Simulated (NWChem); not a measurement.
Molecule: C4H6S; SMILES C=C=CSC

```xyz
11

C     -0.3207     2.5191     0.0003
C      0.3493     1.3939    -0.0005
C      1.0254     0.2694    -0.0015
S      0.3872    -1.3696     0.0000
C     -1.3854    -1.0602     0.0018
H     -0.6077     3.0154     0.9354
H     -0.6111     3.0149    -0.9339
H      2.1221     0.2886    -0.0035
H     -1.8724    -2.0448     0.0020
H     -1.6887    -0.5029     0.9000
H     -1.6903    -0.5025    -0.8957
```
Atoms are numbered in this order, from 1.

Level: PBE0/def2-SVP (NWChem), optimised geometry, unscaled harmonic frequencies. 

Task: List the harmonic frequencies with IR intensities, and the thermochemistry.

Result: 
```json
[
 {"frequency (cm⁻¹)": "119", "IR intensity (km/mol)": "1.1"},
 {"frequency (cm⁻¹)": "142", "IR intensity (km/mol)": "0.4"},
 {"frequency (cm⁻¹)": "180", "IR intensity (km/mol)": "0.3"},
 {"frequency (cm⁻¹)": "294", "IR intensity (km/mol)": "2.8"},
 {"frequency (cm⁻¹)": "303", "IR intensity (km/mol)": "10.1"},
 {"frequency (cm⁻¹)": "536", "IR intensity (km/mol)": "3.3"},
 {"frequency (cm⁻¹)": "556", "IR intensity (km/mol)": "1.5"},
 {"frequency (cm⁻¹)": "731", "IR intensity (km/mol)": "12.8"},
 {"frequency (cm⁻¹)": "787", "IR intensity (km/mol)": "15.6"},
 {"frequency (cm⁻¹)": "867", "IR intensity (km/mol)": "22.7"},
 {"frequency (cm⁻¹)": "891", "IR intensity (km/mol)": "47.2"},
 {"frequency (cm⁻¹)": "965", "IR intensity (km/mol)": "4.0"},
 {"frequency (cm⁻¹)": "982", "IR intensity (km/mol)": "12.2"},
 {"frequency (cm⁻¹)": "998", "IR intensity (km/mol)": "0.3"},
 {"frequency (cm⁻¹)": "1109", "IR intensity (km/mol)": "4.0"},
 {"frequency (cm⁻¹)": "1283", "IR intensity (km/mol)": "14.5"},
 {"frequency (cm⁻¹)": "1334", "IR intensity (km/mol)": "0.3"},
 {"frequency (cm⁻¹)": "1430", "IR intensity (km/mol)": "12.9"},
 {"frequency (cm⁻¹)": "1447", "IR intensity (km/mol)": "9.6"},
 {"frequency (cm⁻¹)": "1457", "IR intensity (km/mol)": "14.0"},
 {"frequency (cm⁻¹)": "2076", "IR intensity (km/mol)": "7.2"},
 {"frequency (cm⁻¹)": "3062", "IR intensity (km/mol)": "11.9"},
 {"frequency (cm⁻¹)": "3130", "IR intensity (km/mol)": "8.2"},
 {"frequency (cm⁻¹)": "3173", "IR intensity (km/mol)": "3.5"},
 {"frequency (cm⁻¹)": "3183", "IR intensity (km/mol)": "1.3"},
 {"frequency (cm⁻¹)": "3191", "IR intensity (km/mol)": "0.8"},
 {"frequency (cm⁻¹)": "3217", "IR intensity (km/mol)": "0.6"}
]
```

| Quantity | Value |
|---|---|
| zero-point energy | 53.5 kcal/mol |
| thermal correction to the enthalpy at 298.15 K (with zero-point energy) | 58.2 kcal/mol |
| heat capacity Cv | 21.9 cal/(mol K) |
| entropy at 298.15 K and 1 atm (symmetry number 1) | 79.1 cal/(mol K) |
| dipole moment | 1.28 D |

Rigid rotor and harmonic oscillator.
